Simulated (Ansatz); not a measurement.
Born–Oppenheimer molecular dynamics of CH₆ClFO₂Si₂ (13 atoms, charge 0, multiplicity 1). It starts from a relaxed structure.

Computed with Ansatz, RHF/def2-SVP.

| Quantity | Value |
| --- | --- |
| ensemble | NVT, Langevin thermostat |
| time step | 0.5 fs |
| steps asked | 300 |
| set temperature | 1500 K |
| friction | 0.01 /fs |
| seed | 817093 |

First frame:

```xyz
13
Properties=species:S:1:pos:R:3
Si -0.195 -0.279 0.009
O -0.232 -0.550 1.594
C -1.198 -0.242 2.561
H -2.118 -0.799 2.381
H -0.804 -0.520 3.536
H -1.422 0.825 2.563
O 1.169 -0.813 -0.622
Si 2.658 -1.425 -0.990
H 2.494 -2.552 -1.928
H 3.468 -0.362 -1.616
H 3.316 -1.892 0.247
Cl -0.440 1.717 -0.382
F -1.426 -1.013 -0.688
```

How far do the bonds stretch over the last three quarters of this one trajectory? (Pairs bonded in most of those frames.)


```tsv
bond	mean (Å)	spread (Å)	shortest	longest
Si1–O2	1.611	0.043	1.54	1.73
Si1–O7	1.605	0.036	1.54	1.70
Si1–Cl12	2.076	0.071	1.95	2.20
Si1–F13	1.605	0.050	1.51	1.72
O2–C3	1.406	0.043	1.31	1.49
C3–H4	1.099	0.040	1.02	1.19
C3–H5	1.101	0.041	1.02	1.18
C3–H6	1.103	0.044	1.01	1.19
O7–Si8	1.667	0.069	1.55	1.83
Si8–H9	1.494	0.080	1.35	1.66
Si8–H10	1.499	0.080	1.37	1.65
Si8–H11	1.525	0.141	1.31	1.76
```

Mean temperature of the second half: 1126 K. The mean temperature of the second half is 25 % below the set value. A run of 0.15 ps of so small a system gives no equilibrium averages.

The run took 37 min on 2 threads of Intel(R) Xeon(R) Processor @ 2.50GHz (Skylake/Cascade Lake), with other jobs on the host, peak memory 0.36 GiB.
